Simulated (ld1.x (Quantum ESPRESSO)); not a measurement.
What one change does to a pseudopotential (Au, PAW)

ld1.x (Quantum ESPRESSO) 7.5 input, shortened:

```
&input
   title='Au', zed=79., rel=1, dft='PZ', iswitch=3,
   config='[Xe] 4f14 5d10 6s0 6p1'
 /
 &inputp
   pseudotype=3, lpaw=.true., tm=.true., lloc=-1, rcloc=2.05,
   nlcc=.false.,
   which_augfun='PSQ', rmatch_augfun_nc=.true.
 /
6
6S  1  0   0.00   0.00  2.15  2.50  0.0
6S  1  0   0.00   1.10  2.15  2.50  0.0
5P  2  1   6.00   0.00  1.60  2.15  0.0
6P  3  1   1.00   0.00  1.60  2.15  0.0
5D  3  2  10.00   0.00  2.10  2.50  0.0
5D  3  2   0.00   4.00  2.10  2.50  0.0
 &test
   configts(1)='5p6 5d10 6s0 6p1'
 /
```

All-electron outer shells of the reference configuration (LDA (PZ), scalar-relativistic, ld1.x):

```
shell  level (eV)  outermost node (bohr)  outermost maximum (bohr)
   5s     -110.92                   0.48                      0.84
   4f      -83.71                      –                      0.37
   5p      -62.22                   0.52                      0.96
   5d       -9.19                   0.56                      1.21
   6s       -7.65                   1.11                      2.27
   6p       -2.01                   1.32                      3.34
```

Change: local potential all-electron potential smoothed inside 1.70 bohr (lloc = -1).

Cutoffs: the cutoffs (Ry, on a coarse ladder) from which the occupation-weighted sum of valence levels, in a spherical-Bessel basis at the reference potential, stays within 10 and 1 mRy of its value at 400 Ry; they do not see the model core or the augmentation charge, which bear on the density cutoff. Errors are all-electron minus pseudo energies relative to the spin-unpolarised reference configuration.

**Question.** Predict the effect on cutoff, ghosts and configuration errors.

**Answer.** The potential gets neither clearly harder nor softer (21 Ry and 35 Ry → 21 Ry and 35 Ry); a bound ghost appears in s, which as a rule spoils a file; of the 9 tests that both files solve, the error grows in 2 and shrinks in 4 by more than 15 % and 0.3 meV (median size 2.6 → 1.0 meV). A state that the projectors do not describe sees the local part alone, so a deeper or shallower local part can create or remove a ghost.

```csv
quantity,base,changed
"cutoff, loose",21 Ry,21 Ry
"cutoff, tight",35 Ry,35 Ry
bound ghosts,none,s
"error for 5p6 5d10 6s1 6p0, meV [ΔE -5.40 eV]",+2.6,+1.4
"error for 5p6 5d10 6s0 6p0, meV [ΔE 4.38 eV]",-2.0,-2.0
"error for 5p6 5d9 6s0 6p0, meV [ΔE 25.88 eV]",+0.6,-1.0
"error for 5p6 5d9 6s1 6p0, meV [ΔE 6.98 eV]",+4.3,+0.8
"error for 5p6 5d10 6s0.5 6p0, meV [ΔE -1.45 eV]",+0.3,+0.1
"error for 5p6 5d9 6s2 6p0, meV [ΔE -3.80 eV]",+12,+0.1
"error for 5p6 5d8 6s0 6p0, meV [ΔE 60.04 eV]",-4.5,-8.8
"error for 5p6 5d10 6s0 6p1 (spin-polarised), meV [ΔE -0.12 eV]",+0.1,+0.1
"error for 5p6 5d10 6s1 6p0 (spin-polarised), meV [ΔE -5.53 eV]",+2.6,+1.5
s: phases at 2.72 bohr within 0.05 rad from the reference energy up to (Ry; the scan ends near 5),to the end of the scan,n/a
p: phases at 2.72 bohr within 0.05 rad from the reference energy up to (Ry; the scan ends near 5),4.3,3.6
d: phases at 2.72 bohr within 0.05 rad from the reference energy up to (Ry; the scan ends near 5),to the end of the scan,to the end of the scan
lowest overlap eigenvalue by channel,"s 0.35, p 0.80, d 0.77","s 0.29, p 0.70, d 0.76"
```

 A true bound ghost makes a file unfit for plane-wave use even where its test errors are small: the radial tests pick states by their node count and pass the ghost by.
